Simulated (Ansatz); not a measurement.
Consider the formal exchange of groups at a B–N bond: `C=C=NB(C)C` + `CSC` → `CSB(C)C` + `C=C=NC`.

Calculated with Ansatz (gas phase, PBE0-D4/def2-TZVP geometries, no zero-point term in ΔE). CBS: MP2 limit from def2 TZ/QZ plus the TZ coupled-cluster correction, frozen cores. DFT in def2-TZVPP. One conformer a species, not always the lowest.

`C=C=NB(C)C`:

Cartesian coordinates in Å:
```
C -0.748 -3.143 0.090
C -0.445 -1.867 0.054
N -0.168 -0.707 0.021
B 0.155 0.652 -0.017
C -0.871 1.661 -0.651
C 1.534 1.124 0.573
H -0.049 -3.857 0.501
H -1.700 -3.486 -0.291
H -1.860 1.238 -0.830
H -0.478 2.010 -1.615
H -0.976 2.557 -0.031
H 2.030 1.826 -0.105
H 1.354 1.682 1.500
H 2.223 0.311 0.802
```

`CSC`:

```xyz
9

C     1.026   -0.027    0.907
S     0.263   -1.110   -0.305
C    -1.017   -0.011   -0.917
H     1.435    0.868    0.435
H     1.842   -0.584    1.368
H     0.315    0.260    1.684
H    -0.586    0.884   -1.370
H    -1.572   -0.556   -1.681
H    -1.706    0.276   -0.121
```

`CSB(C)C`:

Cartesian coordinates in Å:
```
C 2.054 -1.094 0.057
S 1.402 0.504 0.591
B -0.329 0.497 0.150
C -1.004 -0.717 -0.581
C -1.131 1.795 0.513
H 1.595 -1.909 0.616
H 3.126 -1.090 0.255
H 1.892 -1.245 -1.009
H -0.705 -1.688 -0.179
H -0.697 -0.719 -1.635
H -2.095 -0.658 -0.567
H -0.540 2.596 0.961
H -1.626 2.190 -0.381
H -1.940 1.539 1.208
```

`C=C=NC`:

```xyz
9

C    -0.589    1.293   -1.380
C     0.029    0.335   -0.739
N     0.646   -0.565   -0.213
C     0.429   -1.011    1.146
H    -1.481    1.079   -1.953
H    -0.210    2.305   -1.348
H     0.171   -2.072    1.129
H    -0.359   -0.452    1.659
H     1.365   -0.911    1.700
```

Q: Is it downhill or uphill in electronic energy at CCSD(T)/CBS, and by how much? (An estimate is asked.)

A: Ansatz gave: Uphill: ΔE = +38.1 kJ/mol.

Q: What do these levels give: PBE-D4, r2SCAN-D4, ωB97M-V, B2PLYP, PBE, PBE0, HF/def2-TZVPP, MP2/def2-TZVPP, MP2/def2-QZVPP, HF/CBS(def2), MP2/CBS(def2), CCSD/CBS(def2)? (An estimate is asked.)

A: Ansatz gave: PBE-D4 40.1, r2SCAN-D4 42.0, ωB97M-V 39.6, B2PLYP 43.8, PBE 42.6, PBE0 42.4, HF/def2-TZVPP 46.3, MP2/def2-TZVPP 38.0, MP2/def2-QZVPP 40.1, HF/CBS(def2) 47.5, MP2/CBS(def2) 40.9, CCSD/CBS(def2) 40.1 kJ/mol.

Largest T1 diagnostic among the species: 0.014.

The D4 term adds −4.3 kJ/mol with B3LYP and −2.2 kJ/mol with PBE0; it sums over pairs of atoms, weighted by their polarisabilities, and B3LYP, whose exchange is more repulsive, gets the larger term. In def2-TZVPP, CCSD(T) changes the Hartree–Fock value by −11.0 kJ/mol (the triples alone add −1.9 kJ/mol) and MP2 by −8.3 kJ/mol.

B3LYP here is the variant with VWN-RPA as its local correlation; programs differ in this.
